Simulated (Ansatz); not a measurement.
BeMe2 (C2H6Be). Total charge 0; triplet. Geometry r2SCAN-D4/def2-TZVP, that of the neutral singlet; atoms count from 1.

```xyz
9

Be    0.0010   -0.0030   -0.0067
C    -0.1949   -1.5301    0.6672
H     0.5999   -2.2230    0.3692
H    -1.1421   -1.9964    0.3733
H    -0.1886   -1.5006    1.7628
C     0.1953    1.5290   -0.6696
H     1.1019    2.0255   -0.3055
H    -0.6424    2.1931   -0.4281
H     0.2699    1.5055   -1.7627
```

At PBE0-D4/def2-TZVP a singlet of charge 0 lies 6.35 eV below the triplet at the same geometry.

Question: Estimate the Mulliken populations from the PBE0/def2-TZVP orbitals of Ansatz.

Answer: 
```
atom  charge (e)  spin (α − β)
 Be1       -0.23          1.25
  C2       -0.37          0.34
  H3        0.17          0.01
  H4        0.15          0.00
  H5        0.16          0.02
  C6       -0.36          0.34
  H7        0.15          0.00
  H8        0.16          0.02
  H9        0.17          0.01
```
Mulliken values depend strongly on the basis.

Question: Where does the spin sit?

Answer: Summed by element: Be 1.25, C 0.69, H 0.06, of 2 unpaired in all. Largest on single atoms: Be1 1.25, C6 0.34, C2 0.34.

Question: And the Mayer bond orders between heavy atoms (over 0.3)?

Answer: Be1–C2 0.84 (1.68 Å); Be1–C6 0.84 (1.68 Å).
